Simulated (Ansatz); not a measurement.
A nudged elastic band was laid between two geometries of CH$_{5}$GaS$_{2}$ (9 atoms, charge 0, multiplicity 1).

Level of theory: Ansatz, RKS B3LYP-D4/def2-SVP.

```yaml
movable_images: 9
climbing_image: yes
spring: 5.0 eV/Å²
optimiser: quadratic models (default)
start_path: through a guess of the saddle point
force_threshold: 0.03 eV/Å
iteration_limit: 60
end_points: relaxed
```

First end point:

```xyz
9
Properties=species:S:1:pos:R:3
C -0.596 1.167 -0.441
Ga -0.803 -0.270 0.886
S 0.835 -1.774 1.177
S 2.363 -1.081 -0.131
H -1.004 2.116 -0.061
H -1.158 0.898 -1.352
H 0.462 1.292 -0.710
H -2.026 -0.574 1.825
H 2.014 -1.822 -1.212
```

Last end point:

```xyz
9
Properties=species:S:1:pos:R:3
C -0.650 1.131 -0.500
Ga -0.828 -0.298 0.839
S 0.612 -2.018 0.866
S 1.869 -1.623 -0.805
H -0.589 2.112 -0.002
H -1.539 1.141 -1.151
H 0.245 0.972 -1.117
H -1.903 -0.446 1.975
H 2.872 -1.017 -0.122
```

Question: What changes between the two ends?

Answer: No bond is made or broken. The dihedral Ga2–S3–S4–H9 goes from -93 to 97°.

Question: Give the energies along the band, and the barrier.

Answer: The run converged. The highest image is number 4 of 0 to 10, 0.176 eV above the first end and 0.179 eV above the last; the last end lies 0.002 eV below the first. A vibrational analysis at the climbing image gives one clearly imaginary mode, 227i cm⁻¹: a first-order saddle point.

```json
{"image": "0", "path coordinate (Å)": "0.00", "energy (eV)": "0.000", "dihedral Ga2–S3–S4–H9 (°)": "-93"}
{"image": "1", "path coordinate (Å)": "0.59", "energy (eV)": "0.007", "dihedral Ga2–S3–S4–H9 (°)": "-89"}
{"image": "2", "path coordinate (Å)": "1.19", "energy (eV)": "0.033", "dihedral Ga2–S3–S4–H9 (°)": "-73"}
{"image": "3", "path coordinate (Å)": "1.78", "energy (eV)": "0.112", "dihedral Ga2–S3–S4–H9 (°)": "-42"}
{"image": "4", "path coordinate (Å)": "2.37", "energy (eV)": "0.176", "dihedral Ga2–S3–S4–H9 (°)": "0"}
{"image": "5", "path coordinate (Å)": "3.10", "energy (eV)": "0.088", "dihedral Ga2–S3–S4–H9 (°)": "51"}
{"image": "6", "path coordinate (Å)": "3.84", "energy (eV)": "0.015", "dihedral Ga2–S3–S4–H9 (°)": "83"}
{"image": "7", "path coordinate (Å)": "4.57", "energy (eV)": "0.017", "dihedral Ga2–S3–S4–H9 (°)": "105"}
{"image": "8", "path coordinate (Å)": "5.30", "energy (eV)": "0.009", "dihedral Ga2–S3–S4–H9 (°)": "98"}
{"image": "9", "path coordinate (Å)": "6.03", "energy (eV)": "0.003", "dihedral Ga2–S3–S4–H9 (°)": "99"}
{"image": "10", "path coordinate (Å)": "6.76", "energy (eV)": "-0.002", "dihedral Ga2–S3–S4–H9 (°)": "97"}
```

Question: What is the geometry of the highest image?

Answer: 
```xyz
9
Properties=species:S:1:pos:R:3
C -0.452 1.068 -0.436
Ga -0.776 -0.331 0.916
S 0.626 -2.053 1.051
S 2.113 -1.731 -0.461
H -1.222 1.852 -0.385
H -0.462 0.632 -1.448
H 0.534 1.534 -0.275
H -1.917 -0.454 1.980
H 1.644 -0.564 -0.960
```

Question: What are the harmonic wavenumbers there?

Answer: 227i, 91, 120, 121, 175, 372, 412, 464, 556, 582, 712, 751, 861, 1218, 1431, 1433, 1974, 2669, 3031, 3121, 3139 cm⁻¹.

The band took 48 iterations and about 23 core-minutes.

The run took 12 min on 2 threads of Intel(R) Xeon(R) 6975P-C (Granite Rapids) (shared host), peak memory 0.28 GiB.
